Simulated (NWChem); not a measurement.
All runs are NWChem calculations. System: CH₆N, charge 1, spin multiplicity 1, at a geometry optimised with PBE0/def2-SVP. Level: MP2/cc-pVDZ, 2 core orbitals frozen, spin-restricted.

Output (cleaned and shortened):

```
             Northwest Computational Chemistry Package (NWChem) 7.3.0
             --------------------------------------------------------

                                NWChem Input Module
                                -------------------

 Scaling coordinates for geometry "geometry" by  1.889725989
 (inverse scale =  0.529177249)

                             Geometry "geometry" -> ""
                             -------------------------

 Output coordinates in angstroms (scale by  1.889725989 to convert to a.u.)

  No.       Tag          Charge          X              Y              Z
 ---- ---------------- ---------- -------------- -------------- --------------
    1 C                    6.0000     0.78880700     0.04750600     0.00000000
    2 N                    7.0000    -0.70027600    -0.04217400     0.00000000
    3 H                    1.0000     1.11011200     0.58681100     0.89894100
    4 H                    1.0000     1.11011200     0.58681100    -0.89894100
    5 H                    1.0000     1.20372300    -0.96739700     0.00000000
    6 H                    1.0000    -1.05626100    -0.54166000     0.82648800
    7 H                    1.0000    -1.05626100    -0.54166000    -0.82648800
    8 H                    1.0000    -1.14233600     0.88727600     0.00000000

 Effective nuclear repulsion energy (a.u.)      47.8295095773

            Nuclear Dipole moment (a.u.)
            ----------------------------
        X                 Y               Z
 ---------------- ---------------- ----------------
    -0.0000018897    -0.0000018897     0.0000000000


 Summary of "ao basis" -> "" (spherical)
 ------------------------------------------------------------------------------
       Tag                 Description            Shells   Functions and Types
 ---------------- ------------------------------  ------  ---------------------
 *                          cc-pvdz                   on all atoms

 Summary of "ao basis" -> "ao basis" (spherical)
 ------------------------------------------------------------------------------
       Tag                 Description            Shells   Functions and Types
 ---------------- ------------------------------  ------  ---------------------
 C                          cc-pvdz                  6       14   3s2p1d
 N                          cc-pvdz                  6       14   3s2p1d
 H                          cc-pvdz                  3        5   2s1p
[...]
    1 C    6     6.00   2.00  0.66  0.43  1.99  0.84  0.08
    2 N    7     7.02   2.00  0.75  0.55  2.41  1.26  0.03
    3 H    1     0.87   0.73  0.11  0.03
    4 H    1     0.87   0.73  0.11  0.03
    5 H    1     0.87   0.73  0.11  0.03
    6 H    1     0.79   0.68  0.05  0.06
    7 H    1     0.79   0.68  0.05  0.06
    8 H    1     0.79   0.68  0.05  0.06

       Multipole analysis of the density wrt the origin
       ------------------------------------------------

     L   x y z        total         open         nuclear
     -   - - -        -----         ----         -------
     0   0 0 0      1.000000      0.000000     19.000000

     1   1 0 0     -0.889800      0.000000     -0.000002
     1   0 1 0     -0.053595      0.000000     -0.000002
     1   0 0 1      0.000000      0.000000      0.000000

     2   2 0 0     -5.130061      0.000000     52.194521
     2   1 1 0      0.147433      0.000000      2.502058
     2   1 0 1      0.000000      0.000000      0.000000
     2   0 2 0     -7.569270      0.000000     10.801014
     2   0 1 1      0.000000      0.000000      0.000000
     2   0 0 2     -7.578213      0.000000     10.650180

                   NWChem MP2 Semi-direct Energy/Gradient Module
                   ---------------------------------------------

  Basis functions       =     58
  Molecular orbitals    =     58
  Frozen core           =      2
  Frozen virtuals       =      0
  Active alpha occupied =      7
  Active beta occupied  =      7
  Active alpha virtual  =     49
  Active beta virtual   =     49
  Use MO symmetry       = F
  Use skeleton AO sym   = F

  AO/Fock/Back tols     =   1.0D-09  1.0D-09  1.0D-09

 GA uses MA = F    GA memory limited = T

 Available:
  local mem=  1.26D+08
 global mem=  1.44D+08
 local disk=  0.00D+00
  mp2_memr nvloc                    49
  nvloc new                    49
   1 passes of   7:        3145728                      15609                   2001192.
   1 passes of   7: M    126153947           G      144172472           F     123008219.

 Semi-direct pass number   1 of   1  for RHF alpha+beta  at        0.6s
  vrange nnbf                  1711
  mp2_eaftype                    10  avail_ma_in_mb                  1099
 EAF : mp2_eaftype filesize          10    1000596.
  mp2_eaf for mointskh                     10
Node 0 wrote      4.7 Mb in      0.0 s     Agg I/O rate:  2293.9 Mb/s
 Done moints_semi at        1.0s
  mp2_eaftype                    10  avail_ma_in_mb                  1089
 EAF : mp2_eaftype filesize          10    1000596.
  mp2_eaf for kh                    10
 Done maket at        1.0s
 Done multipass loop at        1.0s

          -------------------------------------------
          SCF energy                 -95.587053496715
          Correlation energy          -0.323533735352
          Singlet pairs               -0.217997222991
          Triplet pairs               -0.105536512361
          Total MP2 energy           -95.910587232067
          -------------------------------------------

          ---------------------------------------------------
                    Spin Component Scaled (SCS) MP2
          Same spin pairs                     -0.070357674908
          Same spin scaling factor             0.333333333333
          Opposite spin pairs                 -0.253176060444
          Opposite spin scaling fact.          1.200000000000
          SCS-MP2 correlation energy          -0.327263830836
          Total SCS-MP2 energy               -95.914317327551
          ---------------------------------------------------

 -----------------------
 Performance information
 -----------------------

 Timer overhead =  9.58D-08 seconds/call

               Nr. of calls         CPU time (s)                 Wall time (s)                GFlops
             ---------------    -------------------     ------------------------------   -------------------
Name         Min   Avg   Max    Min     Avg     Max     Min     Avg     Max   Mx/calls   Min     Max     Sum
mp2: moin     1     1     1   0.41    0.41    0.41     0.41    0.41    0.41    0.41      0.0     0.0     0.0
mp2: make     1     1     1   2.25E-2 2.25E-2 2.25E-2  2.25E-2 2.25E-2 2.25E-2 2.25E-2   0.0     0.0     0.0
mp2: tota     1     1     1   0.44    0.44    0.44     0.44    0.44    0.44    0.44      0.0     0.0     0.0

 The average no. of pstat calls per process was 3.00D+00
 with a timing overhead of 2.88D-07s

 Task  times  cpu:        1.0s     wall:        1.0s

 Total times  cpu:        1.0s     wall:        1.0s
```

Task: Write an NWChem input that would produce this output.

Result: One answer among several that fit: 
```
start mol
memory heap 200 mb stack 900 mb global 1100 mb
charge 1
geometry units angstroms nocenter noautoz noautosym
  C      0.788807     0.047506     0.000000
  N     -0.700276    -0.042174     0.000000
  H      1.110112     0.586811     0.898941
  H      1.110112     0.586811    -0.898941
  H      1.203723    -0.967397     0.000000
  H     -1.056261    -0.541660     0.826488
  H     -1.056261    -0.541660    -0.826488
  H     -1.142336     0.887276     0.000000
end
basis spherical
  * library cc-pvdz
end
scf
  rhf
  nopen 0
  maxiter 100
  thresh 1e-7
  semidirect memsize 60000000 filesize 0
end
mp2
  freeze core 2
end
task mp2 energy
```
